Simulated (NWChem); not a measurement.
# C₂H₂F₃O₂ cation; SMILES OC(=[OH+])C(F)(F)F

```xyz
9

O     -1.1289    -1.4287    -0.0010
C      0.0122    -0.8887    -0.0009
O      1.1388    -1.4562     0.0000
C      0.0086     0.6715    -0.0004
F      1.2395     1.1025    -0.0139
F     -0.6156     1.0547     1.0881
F     -0.6404     1.0572    -1.0729
H     -1.1958    -2.4049     0.0000
H      1.1764    -2.4346     0.0009
```
Atoms are numbered in this order, from 1.

All runs: NWChem. Geometry: optimised at PBE0/def2-SVP. B3LYP is NWChem's, with the RPA form of VWN correlation. Atomic charges in e: unrestrained fits to the electrostatic potential beside Mulliken populations; buried atoms are poorly determined by the fit.

### Question
Predict the results for B3LYP/def2-SVP. Quantities: ESP O1; Mulliken O1; ESP C2; Mulliken C2; ESP O3; Mulliken O3; ESP C4; Mulliken C4; ESP F5; Mulliken F5; relative RMS misfit of the potential (%).

### Answer
| Property | Value |
|---|---|
| ESP O1 | -0.41 |
| Mulliken O1 | 0.01 |
| ESP C2 | 0.60 |
| Mulliken C2 | 0.15 |
| ESP O3 | -0.40 |
| Mulliken O3 | 0.02 |
| ESP C4 | 0.76 |
| Mulliken C4 | 0.56 |
| ESP F5 | -0.18 |
| Mulliken F5 | -0.08 |
| relative RMS misfit of the potential (%) | 2 |
